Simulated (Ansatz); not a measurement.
Basis-set extrapolation for C$_{2}$H$_{6}$BNS, SMILES `BC(=N)CS` (PBE0-D4/def2-TZVP geometry, frozen core, Ansatz 0.2.0). Multiplicity 1, RHF reference.

|  | def2-TZVPP | def2-QZVPP |
| --- | --- | --- |
| HF | -555.908775 | -555.927307 |
| MP2 correlation | -0.822892 | -0.879990 |
| CCSD(T) correlation | -0.909594 | not run |

Energies in hartree. Use E(X) = E(∞) + A·exp(−7.88·√X) for Hartree–Fock and E(X) = E(∞) + B·X^(−2.97) for correlation, with X = 3 and 4, and add CCSD(T) minus MP2 of the smaller set to the MP2 limit.

Question: What is the CCSD(T) energy at the basis-set limit?

Answer: HF limit: -555.927307 + (-0.018532) × 0.13774 = -555.92986. MP2 limit: -0.879990 + (-0.057098) × 0.74074 = -0.92228. Higher-order term: -0.909594 − (-0.822892) = -0.08670. Total: -556.93884 hartree, 316.3 kJ/mol below CCSD(T)/def2-TZVPP.
